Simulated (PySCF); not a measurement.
# Two-component Hartree-Fock for Sn²⁰⁺ (tin, charge +20)

Start: [Ar] 3d10 4s2. Calculated with PySCF 2.14 in an even-tempered Gaussian basis (17 s from 1.3 bohr⁻², ratio 2.8; 13 p from 1.7 bohr⁻², ratio 2.8; 8 d from 2.9 bohr⁻², ratio 2.8; 4 f from 7.8 bohr⁻², ratio 3): generalised Hartree-Fock with the X2C-1e Hamiltonian and a Gaussian nucleus; one run each with spin-orbit coupling (SO) switched off, then screened by Boettger's factors.

| spinor shell | electrons | ε, spin-free (eV) | ε, screened SO (eV) | weight of nominal j (screened SO) | rms radius, screened SO (bohr) |
| --- | --- | --- | --- | --- | --- |
| 1s1/2 | 2 | -29926.5 | -29924.2 | 1.000 | 0.0333 |
| 2s1/2 | 2 | -5090.3 | -5089.7 | 1.000 | 0.136 |
| 2p1/2 | 2 | -4621.7 | -4782.4 | 1.000 | 0.117 |
| 2p3/2 | 4 | -4621.7 | -4548.7 | 1.000 | 0.122 |
| 3s1/2 | 2 | -1450.2 | -1450.0 | 1.000 | 0.356 |
| 3p1/2 | 2 | -1291.8 | -1322.9 | 1.000 | 0.350 |
| 3p3/2 | 4 | -1291.8 | -1277.6 | 1.000 | 0.361 |
| 3d3/2 | 4 | -1054.5 | -1060.0 | 1.000 | 0.331 |
| 3d5/2 | 6 | -1054.5 | -1050.7 | 1.000 | 0.334 |
| 4s1/2 | 2 | -604.89 | -604.86 | 1.000 | 0.784 |

```tsv
quantity	spin-free	screened SO
E (hartree)	-6004.81866	-6006.25665
M_J	0	0
⟨J²⟩	0.000	0.000
⟨L²⟩	0.000	0.012
⟨S²⟩	0.000	0.012
```

Breit and QED terms are absent; they matter most for the inner s and p1/2 levels.

Densities and radii are taken from the X2C orbitals without a picture-change correction, which distorts them close to the nucleus.

Without spin-orbit coupling the j labels of p, d and f shells carry no meaning; the spin-free column gives the mean over the occupied spinors of each nl shell.
